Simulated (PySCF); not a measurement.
## Dipole response of Li+ (lithium, charge +1)

1s2, closed-shell 1S. Calculation: PySCF 2.14, in aug-cc-pVQZ with one added diffuse shell each of s, p, d, f, g type (7s6p5d4f3g, 105 functions); no relativity, point nucleus. Coupled (time-dependent) response in atomic units; α is the mean over directions.

```csv
method,mean α (bohr³),C₆ (like pair),S(−4)
UHF,0.1792,0.06340,0.02682
PBE,0.1982,0.07244,0.03442
PBE0,0.1923,0.06960,0.03193
```

S(−4) is the Cauchy moment in α(ω) = α(0) + S(−4) ω² + …

α(iu) at PBE0:

```json
{"u (hartree)": "0", "α(iu) (bohr³)": "0.1923"}
{"u (hartree)": "0.0500", "α(iu) (bohr³)": "0.1922"}
{"u (hartree)": "0.100", "α(iu) (bohr³)": "0.1920"}
{"u (hartree)": "0.200", "α(iu) (bohr³)": "0.1910"}
{"u (hartree)": "0.300", "α(iu) (bohr³)": "0.1895"}
{"u (hartree)": "0.500", "α(iu) (bohr³)": "0.1847"}
{"u (hartree)": "0.750", "α(iu) (bohr³)": "0.1760"}
{"u (hartree)": "1.00", "α(iu) (bohr³)": "0.1652"}
{"u (hartree)": "1.50", "α(iu) (bohr³)": "0.1409"}
{"u (hartree)": "2.00", "α(iu) (bohr³)": "0.1171"}
{"u (hartree)": "3.00", "α(iu) (bohr³)": "0.07953"}
{"u (hartree)": "5.00", "α(iu) (bohr³)": "0.03954"}
```

A single London oscillator, α(iu) = α/(1 + u²/ω²), gives C₆ = (3/4) ω α². Matching the computed C₆ needs ω = 4 × 0.06960 / (3 × 0.1923²) = 2.51 hartree.

For an ion, C₆ is the dispersion term alone; charge-induced terms of lower order in 1/R come first.
